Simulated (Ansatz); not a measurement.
The cluster Sn₄H₈. Charge 0, multiplicity 5. Geometry PBE-D4/def2-SVP; atoms count from 1.

```xyz
12

Sn    0.9655    0.1027   -2.2342
Sn   -1.1291    0.3817    1.6754
Sn    1.6154   -0.3667    1.6568
Sn   -2.5699   -1.7961    0.5583
H    -1.6882    0.5785    3.3092
H    -0.4929   -0.3570   -1.3701
H    -1.9821   -2.5361   -0.9306
H     2.0251   -0.4959   -0.0795
H     0.5996    0.0519   -3.9530
H    -1.4051    1.8818    0.8287
H     2.7456    0.8019    2.3226
H     1.3160    1.7531   -1.7835
```

In the def2 sets Sn takes a core potential; there is no spin–orbit coupling. In the quintet geometry the species has come apart into loosely held pieces. At PBE0-D4/def2-TZVP a singlet of charge 0 lies 3.77 eV below the quintet, each at its own geometry. The structure comes from a short search, and lower isomers may exist.

Question: Estimate the Mulliken populations from the PBE0/def2-TZVP orbitals of Ansatz.

Answer: 
| atom | charge (e) | spin (α − β) |
| --- | --- | --- |
| Sn1 | 0.13 | 0.78 |
| Sn2 | 0.10 | 0.25 |
| Sn3 | 0.12 | 0.97 |
| Sn4 | -0.02 | 1.62 |
| H5 | -0.04 | 0.00 |
| H6 | -0.07 | 0.03 |
| H7 | -0.03 | 0.07 |
| H8 | -0.04 | -0.03 |
| H9 | -0.05 | 0.10 |
| H10 | -0.02 | 0.08 |
| H11 | -0.03 | 0.08 |
| H12 | -0.04 | 0.05 |
Mulliken values depend strongly on the basis.

Question: Where does the spin sit?

Answer: Summed by element: Sn 3.62, H 0.38, of 4 unpaired in all. Largest on single atoms: Sn4 1.62, Sn3 0.97, Sn1 0.78.

Question: And the Mayer bond orders between heavy atoms (over 0.3)?

Answer: Sn2–Sn3 0.86 (2.84 Å); Sn2–Sn4 0.89 (2.84 Å).
